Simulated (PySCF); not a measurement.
CH6SSn. Atoms are numbered in the order given.

```xyz
9

Sn     0.0598     0.8293     0.0000
S     -0.7616    -1.4678     0.0000
C      0.8390    -2.3737     0.0000
H     -1.3322     1.8308     0.0000
H      1.0200     1.0919     1.4053
H      1.0200     1.0919    -1.4053
H      1.4328    -2.1534    -0.8992
H      0.5897    -3.4443     0.0000
H      1.4328    -2.1534     0.8992
```
Charge 0, spin multiplicity 1.

Geometry optimised at B3LYP-D3(BJ)/def2-SVP. The def2 effective core potentials stand for the cores of Sn; spin–orbit coupling is left out.

These are B3LYP-D3(BJ)/def2-SVP (PySCF) values and carry that method's errors.

Frequencies are harmonic and unscaled.

| mode | ν (cm⁻¹) | IR (km/mol) | Raman (Å⁴/amu) | depolarisation | moving atoms (share of kinetic energy) |
|---|---|---|---|---|---|
| 1 | 67 | 0.4 | 0.7 | 0.75 | H 86 % |
| 2 | 141 | 0.1 | 0.2 | 0.75 | H 99 % |
| 3 | 148 | 0.5 | 2.7 | 0.36 | C 49 %, H 28 %, S 13 %, Sn 10 % |
| 4 | 345 | 24.5 | 13.4 | 0.24 | S 73 %, Sn 20 % |
| 5 | 459 | 26.9 | 17.0 | 0.75 | H 94 % |
| 6 | 460 | 28.7 | 12.9 | 0.71 | H 88 % |
| 7 | 683 | 228.5 | 18.9 | 0.49 | H 89 % |
| 8 | 700 | 24.2 | 13.4 | 0.57 | C 52 %, S 28 %, H 19 % |
| 9 | 701 | 58.7 | 34.9 | 0.75 | H 99 % |
| 10 | 724 | 82.4 | 34.7 | 0.73 | H 99 % |
| 11 | 960 | 3.8 | 4.2 | 0.75 | H 84 %, C 14 % |
| 12 | 971 | 6.7 | 5.3 | 0.55 | H 81 %, C 16 % |
| 13 | 1336 | 13.6 | 4.4 | 0.64 | H 87 %, C 13 % |
| 14 | 1452 | 7.7 | 19.0 | 0.75 | H 95 % |
| 15 | 1459 | 8.4 | 12.5 | 0.70 | H 95 % |
| 16 | 1885 | 102.9 | 322.5 | 0.03 | H 100 % |
| 17 | 1888 | 193.9 | 121.6 | 0.75 | H 99 % |
| 18 | 1922 | 157.1 | 180.6 | 0.42 | H 99 % |
| 19 | 3037 | 25.6 | 146.5 | 0.02 | H 98 % |
| 20 | 3135 | 7.9 | 53.7 | 0.75 | H 90 %, C 10 % |
| 21 | 3143 | 2.3 | 126.5 | 0.63 | H 90 %, C 10 % |
